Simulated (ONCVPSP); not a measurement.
## Transferability test, ONCV potential for gold (Au)

* Element: gold (Au)
* Generator: ONCVPSP 4.0.1
* Type: optimised norm-conserving Vanderbilt (ONCV)
* Functional: revPBE
* Relativity: fully relativistic
* Frozen core: [Kr] 4d10
* Valence charge: 33
* Reference configuration: 4f14 5s2 5p6 5d10 6s1
* Partial waves: 5s+6s: rc 1.80 bohr, ncon 4, nbas 7, qcut 8.8 1/bohr, 3 projectors, debl 1 Ha; 5p: rc 1.45 bohr, ncon 4, nbas 8, qcut 9.2 1/bohr, 2 projectors, debl 0.6 Ha; 5d: rc 1.55 bohr, ncon 5, nbas 9, qcut 6.9 1/bohr, 2 projectors, debl 3.3 Ha; 4f: rc 0.70 bohr, ncon 4, nbas 8, qcut 22.4 1/bohr, 2 projectors, debl 3.4 Ha
* Local potential: polynomial inside 0.65 bohr (lpopt 5, dvloc0 0 Ha)
* Core correction: polynomial model core, fcfact 0.5

Open shells are filled in proportion to 2j + 1.

In the p channel the program set the typed energies aside and used -2.031, 0.250 Ha (j = l + 1/2; the other j can differ).

Energies are relative to the spin-unpolarised reference configuration 4f14 5s2 5p6 5d10 6s1; without spin polarisation the order of configurations can differ from experiment.

Problem. Give the all-electron excitation energy and the error of the potential for: 4f14 5s2 5p6 5d10 6s0; 4f14 5s2 5p6 5d9 6s0; 4f14 5s2 5p6 5d8 6s0; 4f14 5s2 5p6 5d10 6s0.5.

Solution.

```
  valence configuration  charge  ΔE all-electron (eV)  error AE − PS (meV)
  4f14 5s2 5p6 5d10 6s0      +1                 9.301                 -2.2
   4f14 5s2 5p6 5d9 6s0      +2                30.444                 -0.7
   4f14 5s2 5p6 5d8 6s0      +3                64.241                 +0.6
4f14 5s2 5p6 5d10 6s0.5    +0.5                 3.724                 -0.5
```

Note: ghosts flagged at negative energy: s at -452.2 eV, p3/2 at -96.6 eV, p1/2 at -8.6 eV; GHOST(+) flagged for d5/2 at 294.3 eV, d3/2 at 311.6 eV. A true bound ghost makes a file unfit for plane-wave use.
